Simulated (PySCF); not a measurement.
In(Cl)2(OAc) (C₂H₃Cl₂InO₂), SMILES CC(=O)[O][In]([Cl])[Cl].

The structure is a stationary point at PBE-D3(BJ)/def2-SVP. The def2 effective core potentials stand for the cores of In; spin–orbit coupling is left out. Other conformers were not sampled.

Vertical ionisation energy (IE) and electron affinity (EA) in eV. Rows of orbital energies are one-electron estimates. Where ΔSCF, EOM or ADC give a negative EA the extra electron is unbound and the value depends on the basis.

```tsv
level	IE	EA
−ε(HOMO), −ε(LUMO), HF/def2-TZVP (PySCF)	12.45	-1.05
−ε(HOMO), −ε(LUMO), PBE/def2-TZVP (PySCF)	…	…
```

Q: Complete the blanks. (The exact figures need the calculation; the answer reports its results.)

A: 
- −ε(HOMO), −ε(LUMO), PBE/def2-TZVP (PySCF), IE: 7.60
- −ε(HOMO), −ε(LUMO), PBE/def2-TZVP (PySCF), EA: 3.42
